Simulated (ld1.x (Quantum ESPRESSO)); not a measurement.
What one change does to a pseudopotential (barium (Ba), TM)

| Item | Value |
| --- | --- |
| Element | barium (Ba) |
| Generator | ld1.x (Quantum ESPRESSO) 7.5 |
| Type | norm-conserving Troullier–Martins (Kleinman–Bylander form) |
| Functional | PBE |
| Relativity | scalar-relativistic |
| Frozen core | [Xe] |
| Valence charge | 2 |
| Reference configuration | 5d0 6s1.5 6p0.5 |
| Partial waves | 6s (bound): rc 4.20 bohr; 6p (bound): rc 4.20 bohr; 5d (bound, empty): rc 2.80 bohr |
| Local potential | all-electron potential smoothed inside 2.35 bohr (lloc = -1) |
| Core correction | none |

All-electron outer shells of the reference configuration (PBE, scalar-relativistic, ld1.x):

```json
{"shell": "5s", "level (eV)": "-34.26", "outermost node (bohr)": "0.80", "outermost maximum (bohr)": "1.47"}
{"shell": "5p", "level (eV)": "-19.31", "outermost node (bohr)": "0.86", "outermost maximum (bohr)": "1.67"}
{"shell": "6s", "level (eV)": "-3.53", "outermost node (bohr)": "1.96", "outermost maximum (bohr)": "4.10"}
{"shell": "5d", "level (eV)": "-2.44", "outermost node (bohr)": "1.00", "outermost maximum (bohr)": "2.46"}
{"shell": "6p", "level (eV)": "-1.50", "outermost node (bohr)": "2.35", "outermost maximum (bohr)": "5.34"}
```

Change: all radii scaled by about 1.15 (s 4.82, p 4.82, d 3.22 bohr); local potential all-electron potential smoothed inside 2.70 bohr (lloc = -1).

Cutoffs: the cutoffs (Ry, on a coarse ladder) from which the occupation-weighted sum of valence levels, in a spherical-Bessel basis at the reference potential, stays within 10 and 1 mRy of its value at 400 Ry; they do not see the model core or the augmentation charge, which bear on the density cutoff. Errors are all-electron minus pseudo energies relative to the spin-unpolarised reference configuration.

Question: Predict the effect on cutoff, ghosts and configuration errors.

Answer: Both files are so soft that the ladder of cutoffs tells neither apart; both files keep a bound ghost (p, s); of the 7 tests that both files solve, the error grows in 0 and shrinks in 4 by more than 15 % and 0.3 meV (median size 4.1 → 3.1 meV). That the errors move this way runs against the usual rule that smaller radii transfer better.

```csv
quantity,base,changed
"cutoff, loose",6 Ry,6 Ry
"cutoff, tight",6 Ry,6 Ry
bound ghosts,"s, p","s, p"
"error for 5d0 6s2 6p0, meV [ΔE -1.00 eV]",+3.4,+2.1
"error for 5d0 6s1 6p0, meV [ΔE 4.36 eV]",-3.4,-2.9
"error for 5d0 6s1.5 6p0, meV [ΔE 1.13 eV]",-2.6,-2.5
"error for 5d0 6s0 6p1, meV [ΔE 6.96 eV]",+96,+86
"error for 5d1 6s1 6p0, meV [ΔE 0.33 eV]",+318,+244
"error for 5d0 6s1 6p1, meV [ΔE 1.03 eV]",+4.1,+3.1
"error for 5d0 6s0 6p2, meV [ΔE 3.14 eV]",+53,+45
```

 A true bound ghost makes a file unfit for plane-wave use even where its test errors are small: the radial tests pick states by their node count and pass the ghost by.
